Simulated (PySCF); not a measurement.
Isomers of C5H9NOSi.

All values: CAM-B3LYP/def2-SVPD (PySCF) at GFN2-xTB geometries, gas phase, one conformer each. Core orbitals are frozen in the response; Δα² is half the sum of the squared differences of the principal polarisabilities.

**Question.** Rank by mean static polarisability, lowest first.
A. `[CH3:1][CH2:2][O:3][SiH2:4]/[CH:5]=[CH:6]/[C:7]#[N:8]` with C1–C2–O3–Si4 180°, C2–O3–Si4–C5 180°, O3–Si4–C5–C6 0°
B. `[CH3:1][C@@H:2]1[CH2:3][C@H:4]([C:5]#[N:6])[O:7][SiH2:8]1` with C1–C2–C3–C4 -160°, C2–C3–C4–C5 157°, C3–C4–O7–Si8 -19°, C4–O7–Si8–C2 -3°
C. `[CH3:1][SiH2:2][c:3]1[cH:4][cH:5][c:6]([NH2:7])[o:8]1` with C1–Si2–C3–C4 128°
D. `[SiH3:1][CH2:2][CH2:3][c:4]1[n:5][cH:6][cH:7][o:8]1` with Si1–C2–C3–C4 -57°, C2–C3–C4–N5 -87°
E. `[CH2:1]=[CH:2][C@H:3]([CH3:4])[O:5][SiH2:6][C:7]#[N:8]` with C1–C2–C3–C4 -119°, C2–C3–O5–Si6 -50°, C3–O5–Si6–C7 62°
F. `[O:1]=[CH:2][NH:3][C@@H:4]1[CH:5]=[CH:6][SiH2:7][CH2:8]1` with O1–C2–N3–C4 0°, C2–N3–C4–C5 -120°, N3–C4–C5–C6 -109°, C5–C6–Si7–C8 -6°, C6–Si7–C8–C4 13°, N3–C4–C8–Si7 104°

**Answer.** B (12.78 Å³), E (13.22 Å³), D (13.46 Å³), F (13.87 Å³), A (14.13 Å³), C (14.55 Å³).

**Question.** Rank by HOMO energy, highest first.
A. `[CH2:1]=[CH:2][C@H:3]([CH3:4])[O:5][SiH2:6][C:7]#[N:8]` with C1–C2–C3–C4 -119°, C2–C3–O5–Si6 -50°, C3–O5–Si6–C7 62°
B. `[N:1]#[C:2][CH2:3]/[CH:4]=[CH:5]\[CH2:6][O:7][SiH3:8]` with C2–C3–C4–C5 -72°, C4–C5–C6–O7 -166°, C5–C6–O7–Si8 -76°
C. `[SiH3:1][CH2:2][CH2:3][c:4]1[n:5][cH:6][cH:7][o:8]1` with Si1–C2–C3–C4 -57°, C2–C3–C4–N5 -87°
D. `[CH3:1][C@@H:2]1[CH2:3][C@H:4]([C:5]#[N:6])[O:7][SiH2:8]1` with C1–C2–C3–C4 -160°, C2–C3–C4–C5 157°, C3–C4–O7–Si8 -19°, C4–O7–Si8–C2 -3°
E. `[CH:1]#[C:2][SiH2:3][N:4]([CH:5]=[O:6])[CH2:7][CH3:8]` with C2–Si3–N4–C5 68°, Si3–N4–C5–O6 -1°, Si3–N4–C7–C8 -78°
F. `[CH3:1][SiH2:2][c:3]1[cH:4][cH:5][c:6]([NH2:7])[o:8]1` with C1–Si2–C3–C4 128°

**Answer.** F (-6.83 eV), C (-8.35 eV), E (-8.98 eV), B (-9.23 eV), A (-9.43 eV), D (-9.88 eV).

All values together:

```tsv
SMILES	μ (D)	HOMO (eV)	LUMO (eV)	α (Å³)	Δα (Å³)
C=C[C@H](C)O[SiH2]C#N	3.52	-9.43	0.16	13.22	2.72
[H]/N=C(\CO)CC#C[SiH3]	1.53	-8.90	0.62	14.50	6.29
O=CN[C@@H]1C=C[SiH2]C1	3.64	-8.78	0.59	13.87	6.31
CCO[SiH2]/C=C/C#N	5.38	-9.51	-0.69	14.13	7.31
N#CC/C=C\CO[SiH3]	3.22	-9.23	0.59	13.40	4.47
[SiH3]CCc1ncco1	0.95	-8.35	0.89	13.46	3.85
C[C@@H]1C[C@H](C#N)O[SiH2]1	4.98	-9.88	0.67	12.78	3.48
O=CNC1=C[SiH2]CC1	2.74	-8.03	0.46	14.29	8.16
C#C[SiH2]N(C=O)CC	3.52	-8.98	0.82	13.65	4.63
C=C([SiH3])/C=N\C(C)=O	3.93	-8.71	-0.90	14.68	7.52
C[SiH2]c1ccc(N)o1	2.19	-6.83	1.13	14.55	6.83
NCc1coc([SiH3])c1	0.45	-7.83	0.72	14.27	6.87
```

Conformers: `[CH2:1]=[CH:2][C@H:3]([CH3:4])[O:5][SiH2:6][C:7]#[N:8]` with C1–C2–C3–C4 -119°, C2–C3–O5–Si6 -50°, C3–O5–Si6–C7 62°; `[H]/[N:1]=[C:2](\[CH2:3][OH:4])[CH2:5][C:6]#[C:7][SiH3:8]` with N1–C2–C3–O4 11°, C2–C3–O4–H 63°, N1–C2–C5–C6 -114°; `[O:1]=[CH:2][NH:3][C@@H:4]1[CH:5]=[CH:6][SiH2:7][CH2:8]1` with O1–C2–N3–C4 0°, C2–N3–C4–C5 -120°, N3–C4–C5–C6 -109°, C5–C6–Si7–C8 -6°, C6–Si7–C8–C4 13°, N3–C4–C8–Si7 104°; `[CH3:1][CH2:2][O:3][SiH2:4]/[CH:5]=[CH:6]/[C:7]#[N:8]` with C1–C2–O3–Si4 180°, C2–O3–Si4–C5 180°, O3–Si4–C5–C6 0°; `[N:1]#[C:2][CH2:3]/[CH:4]=[CH:5]\[CH2:6][O:7][SiH3:8]` with C2–C3–C4–C5 -72°, C4–C5–C6–O7 -166°, C5–C6–O7–Si8 -76°; `[SiH3:1][CH2:2][CH2:3][c:4]1[n:5][cH:6][cH:7][o:8]1` with Si1–C2–C3–C4 -57°, C2–C3–C4–N5 -87°; `[CH3:1][C@@H:2]1[CH2:3][C@H:4]([C:5]#[N:6])[O:7][SiH2:8]1` with C1–C2–C3–C4 -160°, C2–C3–C4–C5 157°, C3–C4–O7–Si8 -19°, C4–O7–Si8–C2 -3°; `[O:1]=[CH:2][NH:3][C:4]1=[CH:5][SiH2:6][CH2:7][CH2:8]1` with O1–C2–N3–C4 0°, C2–N3–C4–C5 177°, C4–C5–Si6–C7 -7°, C5–Si6–C7–C8 12°, Si6–C7–C8–C4 -13°, N3–C4–C8–C7 -172°; `[CH:1]#[C:2][SiH2:3][N:4]([CH:5]=[O:6])[CH2:7][CH3:8]` with C2–Si3–N4–C5 68°, Si3–N4–C5–O6 -1°, Si3–N4–C7–C8 -78°; `[CH2:1]=[C:2]([SiH3:3])/[CH:4]=[N:5]\[C:6]([CH3:7])=[O:8]` with C1–C2–C4–N5 -176°, C4–N5–C6–C7 116°; `[CH3:1][SiH2:2][c:3]1[cH:4][cH:5][c:6]([NH2:7])[o:8]1` with C1–Si2–C3–C4 128°; `[NH2:1][CH2:2][c:3]1[cH:4][o:5][c:6]([SiH3:7])[cH:8]1` with H–N1–C2–C3 -58° and 60°, N1–C2–C3–C4 -80°.
